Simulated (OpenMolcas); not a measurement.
# Ho2+: CASPT2 settings compared

* Program: OpenMolcas
* Basis: ANO-R2 [8s6p4d3f1g]
* Scalar Hamiltonian: X2C, finite nucleus
* Active space: 11 electrons in 7 orbitals (4f)
* State averaging: 2S+1 = 4 odd, 35 roots (30 in the spin-orbit step); 2S+1 = 2 odd, 112 roots (43 in the spin-orbit step)
* Spin-orbit coupling: RASSI with atomic mean-field integrals over the reference wave functions, term energies averaged over their components

Methods on the same reference wave functions:
A. CASSCF
B. SS-CASPT2, IPEA 0.1 Eh, real shift 0.3 Eh (closed shells correlated: 5s 5p)
C. SS-CASPT2, IPEA 0 Eh, sigma2 regulariser 0.1 Eh (closed shells correlated: 4d 5s 5p)
D. SS-CASPT2, IPEA 0.3 Eh, imaginary shift 0.05 Eh (closed shells correlated: 5s 5p)

Energies in cm-1 above 4f11 4I* 15/2, the measured ground level; measured values from Martin, Zalubas and Hagan, Atomic Energy Levels: The Rare-Earth Elements, NSRDS-NBS 60 (1978); whole-number values converted from NIST levels in rydberg listed in Nahar, Atoms 12, 24 (2024).

```tsv
Level	A	B	C	D	Measured
4f11 4I* 15/2	0.0	0.0	0.0	0.0	0.0
4f11 4I* 13/2	5566	5610	5630	5600	5439
4f11 4I* 11/2	9166	8910	8780	8940	8644
4f11 4I* 9/2 [56 %]	11603	10900	10520	11000	10770
4f11 4F* 9/2 [59 %]	17399	14490	13770	14720	13330
4f11 2H* 11/2 [68 %]	20553	17960	17120	18190	16891
4f11 4S* 3/2 [71 %]	21453	17810	16750	18140	
4f11 4F* 7/2	22734	19520	18680	19770	17867
4f11 4F* 5/2	24760	21420	20550	21670	19375
4f11 4F* 3/2 [63 %]	24800	21300	20340	21570	
4f11 2K* 15/2	29841	27210	25970	27500	
4f11 4G* 11/2	30062	25990	25040	26180	
4f11 2G* 7/2 [73 %]	30416	26940	25820	27250	
4f11 4G* 9/2 [60 %]	30616	26840	25890	27040	23882
```

Deviations, from unrounded energies. A percentage is the sum of absolute deviations over the sum of measured energies, with the sign that they share, or ± where signs differ.

| Against measurement | Levels | A | B | C | D |
| --- | --- | --- | --- | --- | --- |
| mean absolute deviation (cm-1) | 8 | 3300 | 1200 | 650 | 1300 |
| fine structure of the ground term (%) | 3 | +6.0 | +2.3 | ±2.3 | +2.8 |
| other terms of the ground configuration (%) | 5 | +27.1 | +9.7 | +5.1 | +11.0 |

C lies closest to measurement on these levels and A furthest from it. The largest miss of C in the table is 4f11 4G* 9/2 [60 %], by +2000 cm-1. The ranking rests on the paired levels alone, and a cruder setting can come out closer through cancelling errors.

Among B to D the level of the table that moves most is 4f11 2K* 15/2, by 1500 cm-1 (lowest in C, highest in D). Moves below CASPT2's spread within the term are not significant.

The mean deviations of B to D differ by less than CASPT2's widest spread within a term (1500 cm-1), so their order carries little weight.

From A to B the spin-free energies of the other terms of 4f11 shown, above 4I*, scale by factors of 0.80 to 0.89, as is usual when dynamic correlation screens the repulsion within a d or f shell.

The lowest spin-free term lies below A's lowest term by 0.902 hartree in B, 1.336 hartree in C, 0.897 hartree in D.

CASPT2 does not keep the components of a term degenerate, so their means are used; among the terms shown or strongly mixed into the levels shown the widest spread is 1500 cm-1 (4f11 4I*, C). High states are left out of the spin-orbit mixing, which shifts the levels that they would mix with. The CASPT2 spread within a term exceeds the gap to the next term for 4f11 4G* and 4f11 2K*, so the order of their levels is uncertain (figures for B; the like holds for C, D). Without dynamic correlation excited terms often stand tens of per cent too high (terms of higher spin than the ground term too low), and those without a measured partner can miss by more than the paired ones (holds for A). Some levels mix across a computed gap that differs much from the measured one, so their mixing is not that of the real levels (holds for A; B; D). Measured partners are found by configuration, term and J. A level has none where our copy of the source lacks it or the pairing is in doubt (some pairs that miss far off the trend of their configuration count as doubtful), and it then counts in no deviation. Levels of configurations outside the active space are missing. The table leaves out levels that lie high or whose names do not pair safely across all columns.

A share in square brackets marks a mixed level and gives the weight of the term that names it, the lowest over the columns. * marks odd parity.
